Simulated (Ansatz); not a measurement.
C₂H₆BClS (`CB(S)CCl`). The species carries charge 0 and has multiplicity 1.

```xyz
11

C     0.3710   -1.2491   -0.8838
B     0.1197   -0.2326    0.2835
S     0.4161   -0.7507    1.9571
C    -0.4004    1.2045   -0.1046
Cl   -0.8137    2.3270    1.2180
H     0.9699   -2.1151   -0.5978
H     0.8407   -0.7712   -1.7488
H    -0.5979   -1.6259   -1.2345
H     0.0247    0.3914    2.5563
H    -1.2903    1.1182   -0.7335
H     0.3602    1.7034   -0.7118
```

**Question.** Give the diagnostics of a CCSD(T)/def2-TZVPP run (frozen core, Ansatz). (Estimate.)

**Answer.** Ansatz gave: T1 = 0.0118, largest single amplitude 0.031, largest double 0.041, (T) share of the correlation energy 4.2 %, 9 CCSD cycles. The RHF solution is stable towards an unrestricted one. T1 lies under the customary mark of 0.02 for closed shells.
